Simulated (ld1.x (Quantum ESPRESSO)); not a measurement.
## Pseudopotential generation for Cl: PAW, LDA (PZ), fully relativistic.

chlorine (Cl), PAW, made with ld1.x (Quantum ESPRESSO) 7.5 (LDA (PZ), fully relativistic). Core [Ne], reference 3s1.75 3p5.25. Waves: 3s (bound): rcut 1.15, rcutus 1.35 bohr; 3s channel at -0.35 Ry: rcut 1.15, rcutus 1.35 bohr; 3p (bound): rcut 1.15, rcutus 1.45 bohr; 3p channel at -0.25 Ry: rcut 1.15, rcutus 1.45 bohr; 3d channel at 0.35 Ry: rcut 1.45, rcutus 1.65 bohr; 3d channel at 2.4 Ry: rcut 1.45, rcutus 1.65 bohr. Local part: all-electron potential smoothed inside 1.05 bohr (lloc = -2). Core correction: Bessel-smoothed model core inside 1.10 bohr. Augmentation charge: PSQ, radius 0.90 bohr.

Open shells are filled in proportion to 2j + 1 (rel_dist='average').

All-electron outer shells of the reference configuration (LDA (PZ), scalar-relativistic, ld1.x):

```
shell  level (eV)  outermost node (bohr)  outermost maximum (bohr)
   2s     -252.06                   0.12                      0.36
   2p     -191.96                      –                      0.30
   3s      -20.86                   0.56                      1.27
   3p       -8.84                   0.53                      1.43
```

Calculated quality:

```
Largest excitation error                  : -88 meV (all-electron minus pseudo) for 3s2 3p1, out of 7 test configurations
Density cutoff estimated by the generator : 457 Ry
```

The ghost test of this file was not conclusive.

Generation and tests took about 2.2 s on one core of a shared server CPU.
